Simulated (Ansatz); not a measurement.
Species: H4SiPO, charge 0, doublet. H4SiPO (SMILES [PH][SiH2]O, doublet).
B3LYP-D3(BJ)/def2-TZVP minimum from Ansatz (an electronic-structure program):
```
Si
O 1 1.6542
H 2 0.9605 1 118.37
H 1 1.4762 2 105.31 3 179.15
H 1 1.4869 4 109.61 2 -119.86
P 1 2.2639 4 109.22 5 -117.82
H 6 1.4266 1 91.49 4 -172.20
```
Charge 0, spin multiplicity 2.

Atomisation energy term by term, kcal/mol (programs: Ansatz). Radicals and triplets start from unrestricted determinants; spin-orbit coupling is neglected. Correlated methods leave the cores frozen. Rows without X2C or -DK are non-relativistic. CBS(X,Y): correlation extrapolated as X^-3, Hartree-Fock from the larger set. A bracket is a step between two methods taken in the basis named. 'core' is core correlation in cc-pwCVTZ (1s frozen past Ne), 'X2C' scalar relativity in cc-pVTZ-DK, both at CCSD(T). For partners of very few electrons the exact lower level stands in for a higher one.

```
term                                       basis  kcal/mol
------------------  ----------------------------  --------
Hartree-Fock                         cc-pV(Q+d)Z    361.74
CCSD correlation    CBS(cc-pV(T+d)Z,cc-pV(Q+d)Z)    140.68
(T)                 CBS(cc-pV(T+d)Z,cc-pV(Q+d)Z)      7.69
CCSDT(Q) - CCSD(T)                   cc-pV(D+d)Z      0.69
core correlation                       cc-pwCVTZ      0.50
scalar relativity                X2C, cc-pVTZ-DK     -1.27
sum: De                                              510.0
```
